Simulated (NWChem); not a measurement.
Species: HSe2F; SMILES F[Se][SeH]

```xyz
4

Se    -0.4065     0.9134    -0.0078
F      1.2053     1.6616    -0.0134
Se     0.0817    -1.3088    -0.0307
H      0.1954    -1.5121     1.4303
```
Atoms are numbered in this order, from 1.

Program: NWChem. Structure relaxed at the PBE0/def2-SVP level. B3LYP is NWChem's, with the RPA form of VWN correlation. Total energies of different functionals are on different scales.

```
level                  energy (Ha)  highest occupied level (eV)  orbital gap (eV)  dipole (D)
---------------------  -----------  ---------------------------  ----------------  ----------
B3LYP/def2-SVP          -4902.9401                        -6.70              4.95        2.14
PBE/def2-SVP            -4902.0653                        -5.60              3.13        1.97
MPW1K/def2-SVP          -4903.1535                   (withheld)        (withheld)  (withheld)
N12/def2-SVP            -4905.5536                        -5.47              3.14        2.14
Hartree-Fock/def2-SVP   -4899.0067                       -10.07             12.20        2.60
HCTH/407/def2-SVP       -4905.4628                        -5.76              3.18        2.06
PBE0/def2-SVP           -4902.2089                        -7.02              5.43        2.17
CAM-B3LYP/def2-SVP      -4903.0896                        -8.29              7.94        2.19
B97-D/def2-SVP          -4905.2756                        -5.62              3.16        2.03
```

Question: Fill in the missing entries.

Answer: 
- MPW1K/def2-SVP, highest occupied level (eV): -8.04
- MPW1K/def2-SVP, orbital gap (eV): 7.07
- MPW1K/def2-SVP, dipole (D): 2.31
